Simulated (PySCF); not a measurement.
# Radial density of Cd²⁺ (cadmium, charge +2)

UHF, [Kr] 4d10, closed-shell 1S. Calculation: PySCF 2.14, in aug-cc-pVTZ-PP with one added diffuse shell each of s, p, d, f, g type with ECP28MDF (7s7p6d4f3g, 113 functions); scalar relativity through the core potential. This is the valence pseudo-density: the core potential removes the inner electrons and smooths the orbitals near the nucleus.

```
r (bohr)  4πr²ρ (e/bohr)
  0.0168       1.745e-05
  0.0282       4.463e-05
  0.0475       0.0001092
  0.0799       0.0004281
   0.134        0.004209
   0.226         0.06245
   0.380           1.313
   0.639           13.76
    1.08           17.04
    1.81           3.541
    3.04          0.1816
    5.12       0.0008593
```

Energies and moments cover only the electrons outside the core potential.
